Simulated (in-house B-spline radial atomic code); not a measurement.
Sb⁴⁺. Computed with a B-spline radial atomic code. Model: all-electron spherical atom, spin shells full or empty, radial basis limit, no spin-orbit coupling: exact exchange with a local potential (Slater, KLI or optimised effective potential, whose far tail is KLI's), no correlation.

Empty minority-spin level lies below the highest occupied level: each spin potential is zero at infinity, spin occupations fixed.

Exchange potential has not reached -1/r at the last radius.

The run also made RPA and GW results, which its time includes.

The Slater potential averages the orbital exchange potentials with the orbital densities as weights, KLI adds orbital constants, and the optimised effective potential minimises the exact-exchange energy among local potentials. So their energies lie above Hartree-Fock in the order OEP, KLI, Slater. All fall off as −1/r, unlike LDA and GGA exchange.

Command:
```bash
python run_gw.py task.json out
```
Settings (lengths in bohr, energies in hartree):
```
Z                      51
electrons              47
configuration          [Kr] 4d10 5s1
hamiltonian            nr
method                 slater
lmax                   9
spin_polarised         True
box_radius             11.96
intervals              74
ion_configuration      [Kr] 4d10
```

Run time, properties included: 19 s on 1 thread of Arm Neoverse N1, on a shared host.

Given: hamiltonian non-relativistic; mean-field start Slater potential.

Computed: energy above Hartree-Fock 395.14 millihartree; virial ratio -E/T less 1 -0.01062.

```csv
radius (bohr),r times exchange potential up (hartree bohr),r times exchange potential down (hartree bohr)
0.00098,-0.051952,-0.051937
0.00123,-0.065142,-0.065123
0.00154,-0.08145,-0.081427
0.00193,-0.10185,-0.10182
0.00241,-0.12678,-0.12675
0.00302,?,?
0.00378,-0.19644,-0.19638
0.00474,-0.24363,-0.24356
0.00593,-0.30001,-0.29993
0.00743,-0.3673,-0.3672
0.0093,-0.44494,-0.44482
0.0116,-0.53054,-0.53041
0.0146,-0.62601,-0.62588
0.0183,-0.71992,-0.71979
0.0229,-0.80374,-0.80362
0.0286,-0.86506,-0.86498
0.0359,-0.89518,-0.89516
0.0449,-0.91099,-0.91097
0.0562,-0.97318,-0.97297
0.0704,-1.1087,-1.1082
0.0882,-1.2718,-1.2711
0.11,-1.3941,-1.3936
0.138,-1.4294,-1.4292
0.173,-1.4167,-1.4163
0.217,-1.5355,-1.5339
0.272,-1.748,-1.7458
0.34,-1.8682,-1.8669
0.426,-1.7805,-1.782
0.533,-1.5351,-1.5339
0.668,-1.6229,-1.6146
0.837,-1.8247,-1.8189
1.05,-1.8543,-1.8549
1.31,-1.6798,-1.7119
1.64,-1.377,-1.4885
2.06,-1.1397,-1.2847
2.58,?,?
3.23,-1.0167,-1.0737
```

What belongs in the row 0.00302?

r times exchange potential up (hartree bohr): -0.15809; r times exchange potential down (hartree bohr): -0.15804.

What belongs in the row 2.58?

r times exchange potential up (hartree bohr): -1.047; r times exchange potential down (hartree bohr): -1.1493.

```json
{"occupied": "1s up", "level (hartree)": "-1082.2", "Hartree-Fock level (hartree)": "-1087.2"}
{"occupied": "1s down", "level (hartree)": "-1082.2", "Hartree-Fock level (hartree)": "-1087.2"}
{"occupied": "2s up", "level (hartree)": "-163.85", "Hartree-Fock level (hartree)": "-166.33"}
{"occupied": "2s down", "level (hartree)": "-163.85", "Hartree-Fock level (hartree)": "-166.32"}
{"occupied": "2p up", "level (hartree)": "-154.14", "Hartree-Fock level (hartree)": "-155.58"}
{"occupied": "2p down", "level (hartree)": "-154.13", "Hartree-Fock level (hartree)": "-155.57"}
{"occupied": "3s up", "level (hartree)": "-34.127", "Hartree-Fock level (hartree)": "-35.203"}
{"occupied": "3s down", "level (hartree)": "?", "Hartree-Fock level (hartree)": "?"}
{"occupied": "3p up", "level (hartree)": "-29.99", "Hartree-Fock level (hartree)": "-30.671"}
{"occupied": "3p down", "level (hartree)": "?", "Hartree-Fock level (hartree)": "?"}
{"occupied": "3d up", "level (hartree)": "-22.233", "Hartree-Fock level (hartree)": "-22.365"}
{"occupied": "3d down", "level (hartree)": "-22.229", "Hartree-Fock level (hartree)": "-22.363"}
{"occupied": "4s up", "level (hartree)": "-7.1831", "Hartree-Fock level (hartree)": "-7.6185"}
{"occupied": "4s down", "level (hartree)": "-7.1804", "Hartree-Fock level (hartree)": "-7.5955"}
{"occupied": "4p up", "level (hartree)": "-5.7641", "Hartree-Fock level (hartree)": "-5.9936"}
{"occupied": "4p down", "level (hartree)": "-5.7636", "Hartree-Fock level (hartree)": "-5.9851"}
{"occupied": "4d up", "level (hartree)": "-3.3504", "Hartree-Fock level (hartree)": "-3.2324"}
{"occupied": "4d down", "level (hartree)": "-3.3573", "Hartree-Fock level (hartree)": "-3.2232"}
{"occupied": "5s up", "level (hartree)": "-2.0626", "Hartree-Fock level (hartree)": "-1.9005"}
```

What belongs in the row 3s down?

level (hartree): -34.123; Hartree-Fock level (hartree): -35.193.

What belongs in the row 3p down?

level (hartree): -29.986; Hartree-Fock level (hartree): -30.666.

| empty | level (hartree) |
| --- | --- |
| 5s down | -2.1118 |
| 5p down | ? |
| 5p up | -1.6885 |
| 5d down | -1.174 |
| 5d up | ? |
| 4f down | -1.0348 |
| 6s down | -1.0211 |
| 6s up | -1.0071 |
| 4f up | -1.001 |

What belongs in the row 5p down?

level (hartree): -1.7354.

What belongs in the row 5d up?

level (hartree): -1.141.

The highest level, 5s up, differs from Hartree-Fock by -4.4 eV and the deepest, 1s up, by +134 eV: the Slater potential lacks the response part and is deeper than the optimised one throughout, so the top level comes too deep.
